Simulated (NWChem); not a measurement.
# MgGeH3Cl; SMILES [Mg]([GeH3])[Cl]

```xyz
6

Mg     0.0626    -0.8723    -0.0001
Cl     0.3400    -3.0741     0.0006
Ge    -0.2567     1.6796    -0.0009
H     -1.1487     2.1787     1.1746
H      1.0875     2.4569     0.1241
H     -0.9332     2.2048    -1.3021
```
Atoms are numbered in this order, from 1.

All runs use the structure optimised with PBE-D3(BJ)/def2-SVP. B3LYP is NWChem's, with the RPA form of VWN correlation.

Question: List the 6 lowest vertical singlet excitations from B3LYP/aug-cc-pVDZ, full TDDFT (NWChem).

Answer: 
```
state  energy (eV)  oscillator strength  leading excitation (squared amplitude)
-----  -----------  -------------------  --------------------------------------
S1            5.25                0.503                      HOMO → LUMO (0.96)
S2            5.45                0.051                    HOMO → LUMO+1 (0.86)
S3            5.45                0.051                    HOMO → LUMO+2 (0.86)
S4            5.70                0.070                    HOMO−2 → LUMO (0.83)
S5            5.70                0.070                    HOMO−1 → LUMO (0.83)
S6            6.22                0.000                  HOMO−1 → LUMO+1 (0.51)
```
